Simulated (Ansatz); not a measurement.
Ansatz (a first-principles code) input:
A basis named .json is the Basis Set Exchange file of that set.

Ansatz 0.2 input:
```yaml
crystal:
  periodic: [false, false, false]
  atoms:
    - {symbol: N, position_ang: [0.46818006, 1.31245551, -0.84217265]}
    - {symbol: Si, position_ang: [-0.07088359, 0.18859780, 0.36024309]}
    - {symbol: N, position_ang: [1.14674566, -1.03270898, 0.51910825]}
    - {symbol: N, position_ang: [-1.50377914, -0.57547085, -0.24180243]}
    - {symbol: H, position_ang: [0.99332529, 2.13272646, -0.58248419]}
    - {symbol: H, position_ang: [-0.14081557, 1.49603280, -1.62622572]}
    - {symbol: H, position_ang: [1.26970808, -1.52798203, 1.38838663]}
    - {symbol: H, position_ang: [2.02797933, -0.88742185, 0.04832765]}
    - {symbol: H, position_ang: [-2.41528779, -0.19964572, -0.03211819]}
    - {symbol: H, position_ang: [-1.52056517, -1.58400867, -0.28522162]}
basis:
  gaussian:
    orbitals: cc-pV_T+d_Z.json
hamiltonian:
  xc: pbe
magnetization: {spin_polarized: true, initial_magnetization: 1}
correlation: {method: rpa, electrons: outside_noble_gas}
```

Q: What final total energy does it print?

A: -457.08856 Eh (RPA@PBE/cc-pV(T+d)Z). The basis has 213 functions.

It need not be the lowest isomer of its formula.
